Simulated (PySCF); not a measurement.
Species: CH2B2F4O.
Z-matrix (Å and degrees, PBE0-D3(BJ)/def2-SVP geometry), rows numbered from 1:
```
F 
C   1  1.3700
O   2  1.3751  1  111.55
B   3  1.3566  2  125.09  1    -0.23
F   4  1.3265  3  114.65  2   178.82
B   4  1.7156  3  122.50  2    -1.40
F   6  1.3219  4  121.71  3   -89.65
F   6  1.3219  4  121.98  3    92.58
H   2  1.1018  1  107.93  3  -120.15
H   2  1.1017  1  107.84  3   120.02
```

Computed, not measured: PBE0-D3(BJ)/def2-SVP geometry optimisation, gas phase in PySCF.

Masses are those of the commonest isotopes; rigid-rotor values at the optimised geometry. The values belong to one conformer with, in the numbering `[F:1][CH2:2][O:3][B:4]([F:5])[B:6]([F:7])[F:8]`, F1–C2–O3–B4 0°, C2–O3–B4–F5 179°.

(1) Give the principal moments of inertia and the rotational constants in cm⁻¹.

(2) What kind of rotor is it?

(3) Is it planar, by Δ = Ic − Ia − Ib?

(4) Give the coordinates in the principal-axis frame, origin at the centre of mass.

(5) Which lines would a microwave search look for?

(6) Estimate the classical rotational partition function at 10 K, 50 K and 500 K.

Answers

(1) Ia = 233.50, Ib = 275.29, Ic = 409.65 u·Å²; 505379 MHz·u·Å²/I gives 2164, 1836 and 1234 MHz, that is A = 0.07219, B = 0.06124, C = 0.04115 cm⁻¹.

(2) An asymmetric top: κ = (2 × 1836 − 2164 − 1234)/(2164 − 1234) = 0.29.

(3) Not planar: Δ = Ic − Ia − Ib = -99.14 u·Å². For a rigid frame Δ = −2 Σ m c², so Σ m c² = 49.57 u·Å² lies off the ab plane: 1.66 from hydrogen and 47.91 from heavier atoms. The atom farthest from that plane is 1.13 Å away.

(4) The sense of each axis is arbitrary; atoms in the order of the calculation.
```
atom  mass (u)   a (Å)   b (Å)   c (Å)
  F1    18.998  -0.623  -1.721  -0.027
  C2    12.000  -1.807  -1.032   0.004
  O3    15.995  -1.600   0.327   0.014
  B4    11.009  -0.386   0.932   0.002
  F5    18.998  -0.428   2.257  -0.009
  B6    11.009   1.084   0.047   0.005
  F7    18.998   1.681  -0.304   1.131
  F8    18.998   1.705  -0.283  -1.115
  H9     1.008  -2.347  -1.327   0.918
 H10     1.008  -2.380  -1.306  -0.897
```

(5) The dipole components are |μa| = 2.47 D, |μb| = 1.23 D, |μc| = 0.00 D; the mirror of this Cs structure is the ab plane, so μc vanishes by symmetry (the 0.02 D computed is a residue) and there are no c-type lines. Intensities carry the squares of the components, which stand as 1.00 : 0.25 (a : b). Some of the stronger lines:

```tsv
type	branch	J(Ka,Kc)	MHz	lower level (cm⁻¹)
a	Q	2(2,0) ← 2(2,1)	376	0.391
a	Q	1(1,0) ← 1(1,1)	602	0.113
b	Q	1(1,0) ← 1(0,1)	931	0.102
a	Q	2(1,1) ← 2(1,2)	1806	0.298
b	Q	3(2,1) ← 3(1,2)	1850	0.683
b	Q	2(1,1) ← 2(0,2)	1909	0.295
b	Q	3(3,0) ← 3(2,1)	2134	0.745
a	R	1(0,1) ← 0(0,0)	3069	0.000
b	Q	3(3,1) ← 3(2,2)	3341	0.698
b	R	1(1,1) ← 0(0,0)	3398	0.000
b	Q	3(1,2) ← 3(0,3)	3450	0.568
b	Q	3(2,2) ← 3(1,3)	3888	0.569
b	R	2(0,2) ← 1(1,1)	5435	0.113
a	R	2(0,2) ← 1(0,1)	5763	0.102
b	R	2(1,2) ← 1(0,1)	5865	0.102
b	R	3(0,3) ← 2(1,2)	8091	0.298
a	R	3(1,3) ← 2(1,2)	8112	0.298
a	R	3(0,3) ← 2(0,2)	8193	0.295
b	R	3(1,3) ← 2(0,2)	8214	0.295
b	R	2(2,0) ← 1(1,1)	8705	0.113
a	R	3(2,2) ← 2(2,1)	9208	0.391
a	R	3(1,2) ← 2(1,1)	9735	0.358
b	R	3(2,2) ← 2(1,1)	10194	0.358
a	R	3(2,1) ← 2(2,0)	10224	0.404
b	R	3(3,1) ← 2(2,0)	12174	0.404
b	R	3(3,0) ← 2(2,1)	12733	0.391
b	R	3(2,1) ← 2(1,2)	13391	0.298
```

(6) Point group Cs, symmetry number σ = 1; q = (√π/σ)·√((kT/h)³/(ABC)), k/h = 20836.6 MHz/K: 2410 at 10 K, 26900 at 50 K, 851000 at 500 K.

No frequency check. Constants of a rigid frame at the computed geometry: no zero-point averaging, no centrifugal distortion. Quadrupole hyperfine structure (11B) is left out.
